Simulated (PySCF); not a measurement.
**Excited states of Zn (zinc, neutral)**

Ground state [Ar] 3d10 4s2, ¹S. Calculation: PySCF 2.14, in x2c-TZVPall with one added diffuse shell each of s, p, d type (7s6p5d1f, 57 functions); scalar relativity by spin-free X2C-1e. Vertical excitation energies in eV without spin-orbit coupling; excited terms of each kind are numbered among those the solver found. Frozen: [Ar].

```json
{"term": "1 3P°", "leading excitation": "4s → p", "EOM-EE-CCSD": "3.793", "measured centre of gravity (NIST)": "4.054 (4s4p)"}
{"term": "1 1P°", "leading excitation": "4s → p", "EOM-EE-CCSD": "5.745", "measured centre of gravity (NIST)": "5.796 (4s4p)"}
{"term": "1 3S", "leading excitation": "4s → s", "EOM-EE-CCSD": "6.402", "measured centre of gravity (NIST)": "6.655 (4s5s)"}
{"term": "1 1S", "leading excitation": "4s → s", "EOM-EE-CCSD": "6.743", "measured centre of gravity (NIST)": "6.917 (4s5s)"}
{"term": "1 1D", "leading excitation": "4s → d", "EOM-EE-CCSD": "7.941", "measured centre of gravity (NIST)": "7.744 (4s4d)"}
{"term": "1 3D", "leading excitation": "4s → d", "EOM-EE-CCSD": "8.076", "measured centre of gravity (NIST)": "7.783 (4s4d)"}
{"term": "2 3P°", "leading excitation": "4s → p", "EOM-EE-CCSD": "9.404", "measured centre of gravity (NIST)": "n/a"}
{"term": "2 1P°", "leading excitation": "4s → p", "EOM-EE-CCSD": "9.986", "measured centre of gravity (NIST)": "n/a"}
```

Only the lower part of the computed list is shown. Doubly excited terms such as np² are absent. The solver can miss terms. Rydberg members are limited by the diffuse functions of the basis.
